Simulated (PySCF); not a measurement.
A structure optimised at B3LYP-D3(BJ)/def2-SVP, used in a PySCF frequency run:

```xyz
9

Si    -2.0234     0.2040    -0.4873
O     -0.4345     0.4813    -0.9215
Si     1.1302     0.2806    -0.4544
Cl     1.1669    -0.7097     1.3758
H     -2.2703    -1.2581    -0.3481
H     -2.8820     0.7588    -1.5661
H     -2.3302     0.8845     0.8014
H      1.7778     1.6015    -0.2756
H      1.8493    -0.5554    -1.4444
```

Question: Write its SMILES and formula.

Answer: [SiH3]O[SiH2]Cl, ClH5OSi2

Question: What are its rotational constants (standard atomic weights)?

Answer: 6.1369, 1.8026, 1.4412 GHz
